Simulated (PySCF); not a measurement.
# Hartree-Fock beside MP2: BH3NOSi cation

These are calculations, not measurements. The program is PySCF 2.14.0, an open-source quantum chemistry code, run on an isolated molecule that a program drew, which may never have been made. The molecule is BH3NOSi cation (charge +1, singlet), drawn as the SMILES string `O=BN[SiH2+]`.

The geometry was optimised and harmonic frequencies were computed with HF and MP2, all in the cc-pV(D+d)Z basis, for the commonest isotopes, with a restricted reference for singlets and an unrestricted one otherwise, and a frozen core in MP2. Each result is a local minimum of its method.

Geometry at the HF minimum:
```xyz
7
BH3NOSi cation, angstrom
O    -1.7994    0.6853    2.0379
B    -1.0237    0.3050    1.2362
N    -0.0509   -0.0910    0.2644
Si    1.1619    0.8410   -0.3593
H    -0.1449   -1.0484   -0.0518
H     2.0425    0.2282   -1.3433
H     1.2721    2.2133    0.1143
```

Lengths of the bonds as drawn, in Å (atoms numbered as above):
| bond | HF | MP2 |
|---|---|---|
| O1-B2 | 1.179 | 1.215 |
| B2-N3 | 1.431 | 1.450 |
| N3-Si4 | 1.652 | 1.665 |
| N3-H5 | 1.013 | 1.028 |
| Si4-H6 | 1.456 | 1.463 |
| Si4-H7 | 1.456 | 1.463 |

Rotational constants, in GHz:
```
constant     HF    MP2
       A  32.99  31.92
       B   2.89  2.818
       C  2.658   2.59
```

Harmonic frequencies in cm^-1, each column in rising order, so a row needn't be the same motion in every method:
| rank | HF | MP2 |
|---|---|---|
| 1 | 152 | 141 |
| 2 | 242 | 239 |
| 3 | 516 | 456 |
| 4 | 535 | 484 |
| 5 | 674 | 637 |
| 6 | 699 | 668 |
| 7 | 776 | 726 |
| 8 | 893 | 838 |
| 9 | 1004 | ? |
| 10 | 1110 | 1053 |
| 11 | 1407 | 1291 |
| 12 | 2250 | 2037 |
| 13 | 2445 | 2380 |
| 14 | 2498 | 2439 |
| 15 | 3698 | 3523 |

**Estimate the missing MP2 frequency from the HF column.**

A single factor s that minimises the squared misfit of MP2 against s times HF over the other rows is sum(HF x MP2) / sum(HF^2) = 0.9501, with an rms misfit of 40 cm^-1. For rank 9 it gives 0.9501 x 1004 = 954 cm^-1. The calculation gives 951 cm^-1, 3 cm^-1 below the estimate. The drawn bonds are on average 1.3 % longer in MP2 than in HF.
